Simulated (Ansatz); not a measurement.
Geometry optimisation, Ansatz 0.2.0, RKS B3LYP/def2-SVP.

Input:

```yaml
crystal:
  periodic: [false, false, false]
  atoms:
    - { symbol: Al, position_ang: [-0.358836, -0.663391, -0.538899] }
    - { symbol: F, position_ang: [-1.6362, 0.491993, -0.742555] }
    - { symbol: C, position_ang: [1.453949, -0.256077, -1.04815] }
    - { symbol: F, position_ang: [-0.88679, -2.143713, 0.002334] }
    - { symbol: H, position_ang: [-1.510649, 1.372412, 1.246463] }
    - { symbol: O, position_ang: [-0.960873, 1.105451, 2.001487] }
    - { symbol: H, position_ang: [1.7799, 0.671657, -0.550027] }
    - { symbol: H, position_ang: [2.15338, -1.061417, -0.774255] }
    - { symbol: H, position_ang: [1.530156, -0.08981, -2.136346] }
    - { symbol: H, position_ang: [-1.564036, 0.572995, 2.539948] }
basis:
  gaussian: { orbitals: def2-SVP }
hamiltonian:
  xc: b3lyp
relax:
  f_tol: 0.03
  max_steps: 50
```

Run as:

```bash
$ ansatz run input.yaml --threads 2 --pin off --max-ram 3072MiB --backend cpu --events-out ev --progress --plain --runs-dir out
```

Question: Where does it end, and by what steps?

Answer: It converged. The force dipped under the threshold on the way, but the program's further checks kept it going. After 17 steps the energy has fallen by 0.873 eV; H10 moved furthest, 0.93 Å. Joined: Al1–O6.

| step | energy less start (eV) | largest force component (eV/Å) | accepted |
| --- | --- | --- | --- |
| 0 | 0.0000 | 1.198 | yes |
| 1 | -0.1533 | 1.134 | yes |
| 2 | -0.3414 | 1.387 | yes |
| 3 | -0.6367 | 0.908 | yes |
| 4 | -0.7716 | 0.719 | yes |
| 5 | -0.8431 | 0.269 | yes |
| 6 | -0.8574 | 0.376 | yes |
| 7 | -0.8602 | 0.199 | yes |
| 8 | -0.8677 | 0.037 | yes |
| 9 | -0.8678 | 0.036 | yes |
| 10 | -0.8686 | 0.177 | yes |
| 11 | -0.8699 | 0.071 | yes |
| 12 | -0.8713 | 0.027 | yes |
| 13 | -0.8675 | 0.331 | no |
| 14 | -0.8724 | 0.056 | yes |
| 15 | -0.8725 | 0.100 | yes |
| 16 | -0.8730 | 0.038 | yes |
| 17 | -0.8732 | 0.003 | yes |

```xyz
10
Properties=species:S:1:pos:R:3
Al -0.491 -0.262 -0.290
F -1.665 0.740 -0.973
C 1.352 -0.147 -0.888
F -1.107 -1.726 0.283
H -1.434 1.265 1.364
O -0.735 0.601 1.503
H 1.709 0.896 -0.923
H 2.036 -0.716 -0.237
H 1.458 -0.559 -1.907
H -1.124 -0.091 2.066
```

Whether the end is a true minimum wasn't checked by a vibrational analysis.

Time of the run: 36 s on 2 threads of Arm Neoverse V2, with other jobs on the host, peak memory 0.2 GiB.
